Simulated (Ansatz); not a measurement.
Relaxation of CH$_{4}$FMgN (8 atoms, charge 0, multiplicity 1), to a largest force component of 0.015 eV/Å in at most 40 steps.

Computed with Ansatz, RKS PBE/6-31G*.

```xyz
8
Properties=species:S:1:pos:R:3:forces:R:3
C -0.098 0.865 0.136 -0.52 0.32 0.05
N -0.032 -0.366 0.889 0.19 -0.49 -0.36
Mg 0.808 -1.771 -0.127 0.05 -0.13 0.49
F 1.644 -2.976 0.780 0.70 -1.07 -0.05
H -0.646 0.779 -0.815 -0.17 0.43 -0.34
H -0.600 1.622 0.747 -0.11 0.67 0.02
H 0.917 1.205 -0.080 0.38 0.34 -0.14
H -0.988 -0.654 1.091 -0.53 -0.07 0.33
```

**Question.** Where does it end, and by what steps?

**Answer.** The forces met the threshold. After 10 steps the energy has fallen by 0.837 eV; Mg3 moved furthest, 0.72 Å.

```tsv
step	energy less start (eV)	largest force component (eV/Å)	accepted
0	0.0000	1.069	yes
1	-0.3756	0.764	yes
2	-0.6149	0.815	yes
3	-0.7645	0.344	yes
4	-0.8235	0.324	yes
5	-0.8301	0.221	yes
6	-0.8350	0.082	yes
7	-0.8357	0.054	yes
8	-0.8365	0.064	yes
9	-0.8367	0.027	yes
10	-0.8368	0.010	yes
```

```xyz
8
Properties=species:S:1:pos:R:3
C -0.149 0.923 0.098
N -0.315 -0.452 0.552
Mg 0.931 -1.893 0.576
F 2.061 -3.238 0.600
H -0.843 1.201 -0.725
H -0.288 1.675 0.906
H 0.873 1.077 -0.295
H -1.265 -0.588 0.910
```

The run took 19 s on 1 thread of Intel(R) Xeon(R) 6975P-C (Granite Rapids) (shared host), peak memory 0.19 GiB.
